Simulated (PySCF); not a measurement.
C4H5ClO2.
SMILES: `COC(=O)/C=C\Cl`

Level: CAM-B3LYP/def2-SVPD in PySCF, non-relativistic, on one gas-phase PBE0-D3(BJ)/def2-SVP geometry that isn't relaxed in the solvent. The solvent is an IEF-PCM continuum (cavity from Bondi-type radii × 1.2), and excitations are vertical TDDFT with non-equilibrium linear response and a frozen core. Specific hydrogen bonds and non-electrostatic terms are outside this model.

Gas-phase singlets (H = HOMO, L = LUMO):

```json
{"state": "S1", "E (eV)": "4.861", "λ (nm)": "255", "f": "0.000", "leading configurations": "H-1→L 92%"}
{"state": "S2", "E (eV)": "5.814", "λ (nm)": "213", "f": "0.381", "leading configurations": "H→L 97%"}
{"state": "S3", "E (eV)": "6.330", "λ (nm)": "196", "f": "0.000", "leading configurations": "H-3→L 92%"}
{"state": "S4", "E (eV)": "6.912", "λ (nm)": "179", "f": "0.059", "leading configurations": "H-2→L 96%"}
{"state": "S5", "E (eV)": "7.305", "λ (nm)": "170", "f": "0.000", "leading configurations": "H→L+3 65%, H→L+1 17%"}
```

Q: What are the lowest 5 singlets in cyclohexane (ε = 2.017)?

A: 
| state | E (eV) | λ (nm) | f | leading configurations | change by rank (eV) |
| --- | --- | --- | --- | --- | --- |
| S1 | 4.924 | 252 | 0.000 | H-1→L 92% | +0.063 |
| S2 | 5.681 | 218 | 0.464 | H→L 98% | -0.133 |
| S3 | 6.386 | 194 | 0.000 | H-3→L 91% | +0.056 |
| S4 | 6.893 | 180 | 0.073 | H-2→L 96% | -0.019 |
| S5 | 7.289 | 170 | 0.000 | H→L+2 36%, H→L+1 24%, H→L+3 22% | -0.016 |

Q: What are the lowest 5 singlets in dichloromethane (ε = 8.93)?

A: 
```tsv
state	E (eV)	λ (nm)	f	leading configurations	change by rank (eV)
S1	5.011	247	0.000	H-1→L 92%	+0.150
S2	5.682	218	0.470	H→L 98%	-0.132
S3	6.462	192	0.000	H-3→L 91%	+0.132
S4	6.923	179	0.074	H-2→L 96%	+0.011
S5	7.276	170	0.000	H→L+2 44%, H→L+1 35%	-0.029
```

Q: The ground-state energy changes by -0.232 eV from gas to dichloromethane. By how much does the total energy of gas-phase S1 change?

A: E(S1) = E(S0) + excitation energy, so it changes by -0.232 + 0.150 = -0.082 eV: it is lowered less than the ground state, which is what a blue shift means. This is the vertical state, with the slow part of the continuum still set for S0.

Q: How do the frontier levels move from gas to dichloromethane?

A: 
```tsv
orbital	gas (eV)	solvent (eV)	change (eV)
LUMO+2	1.58	1.67	+0.09
LUMO+1	1.22	1.30	+0.08
LUMO	-0.59	-0.57	+0.02
HOMO	-9.23	-9.21	+0.02
HOMO-1	-9.55	-9.70	-0.15
HOMO-2	-10.42	-10.45	-0.03
HOMO-3	-10.75	-10.87	-0.12
```

The HOMO–LUMO gap goes from 8.64 to 8.65 eV. Rows go by rank; for LUMO+2 the atom shares or the degeneracy differ between the runs, so the row needn't follow one orbital.

Time: 33 s. Hardware: an Arm Neoverse V2 with one thread, shared host. This is the whole response run at CAM-B3LYP/def2-SVPD in dichloromethane, SCF included.

Conformer computed: `[CH3:1][O:2][C:3](=[O:4])/[CH:5]=[CH:6]\[Cl:7]`: C1–O2–C3–O4 0°, O2–C3–C5–C6 179°.
